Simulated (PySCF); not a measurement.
## Bonding in `CCC[P@](C)(=S)C(F)(F)F`

C5H10F3PS.
Atom-mapped SMILES: `[CH3:1][CH2:2][CH2:3][P@:4]([CH3:5])(=[S:6])[C:7]([F:8])([F:9])[F:10]` (hydrogens: H11, H12, H13 on C1; H14, H15 on C2; H16, H17 on C3; H18, H19, H20 on C5)

Structure used (GFN2-xTB), in Å, numbered top down from 1:
```xyz
20
C5H10F3PS angstrom
C      2.971   -0.114   -0.143
C      1.571   -0.632    0.160
C      0.548    0.503    0.137
P     -1.122   -0.105    0.631
C     -2.230    1.355    0.560
S     -1.259   -1.247    2.178
C     -1.691   -0.954   -0.980
F     -3.006   -1.187   -0.930
F     -1.473   -0.189   -2.063
F     -1.078   -2.117   -1.194
H      3.000    0.365   -1.119
H      3.282    0.611    0.607
H      3.682   -0.935   -0.143
H      1.554   -1.104    1.145
H      1.296   -1.392   -0.575
H      0.491    0.972   -0.849
H      0.820    1.269    0.872
H     -2.120    1.901   -0.375
H     -1.983    2.000    1.403
H     -3.259    1.010    0.676
```

Bond orders from the PBE0/pcSseg-1 density (PySCF). Isolated species at its GFN2-xTB geometry (one conformer only).

Where do the orders between heavy atoms depart from those drawn in the SMILES?

The largest departure is 0.253, at P4–C7 (drawn single, 0.747). Drawn single, order below 0.88: P4–C7 (0.747).

Give the Mayer order of every bond, beside its length.

| bond | drawn as | length (Å) | Mayer order |
| --- | --- | --- | --- |
| C1–C2 | single | 1.523 | 1.065 |
| C2–C3 | single | 1.528 | 1.013 |
| C3–P4 | single | 1.844 | 0.886 |
| P4–C5 | single | 1.834 | 0.950 |
| P4–S6 | double | 1.928 | 1.785 |
| P4–C7 | single | 1.908 | 0.747 |
| C7–F8 | single | 1.336 | 0.995 |
| C7–F9 | single | 1.344 | 0.951 |
| C7–F10 | single | 1.332 | 1.003 |
| C1–H11 | single | 1.088 | 0.966 |
| C1–H12 | single | 1.088 | 0.966 |
| C1–H13 | single | 1.087 | 0.966 |
| C2–H14 | single | 1.093 | 0.937 |
| C2–H15 | single | 1.092 | 0.943 |
| C3–H16 | single | 1.093 | 0.913 |
| C3–H17 | single | 1.095 | 0.932 |
| C5–H18 | single | 1.089 | 0.926 |
| C5–H19 | single | 1.090 | 0.945 |
| C5–H20 | single | 1.091 | 0.941 |

Bonds between the same two heavy elements. C–C: lowest C2–C3 (1.013, 1.528 Å), highest C1–C2 (1.065, 1.523 Å). C–P: lowest P4–C7 (0.747, 1.908 Å), highest P4–C5 (0.950, 1.834 Å). C–F: lowest C7–F9 (0.951, 1.344 Å), highest C7–F10 (1.003, 1.332 Å).

Sum the orders of all bonds at each heavy atom with more than one neighbour and set the sums beside the valence in the SMILES.

C1 3.963 (drawn 4), C2 3.958 (drawn 4), C3 3.744 (drawn 4), P4 4.368 (drawn 5), C5 3.762 (drawn 4), C7 3.696 (drawn 4). Orders between atoms that aren't bonded are not in these sums.

Mayer orders depend on the basis set.
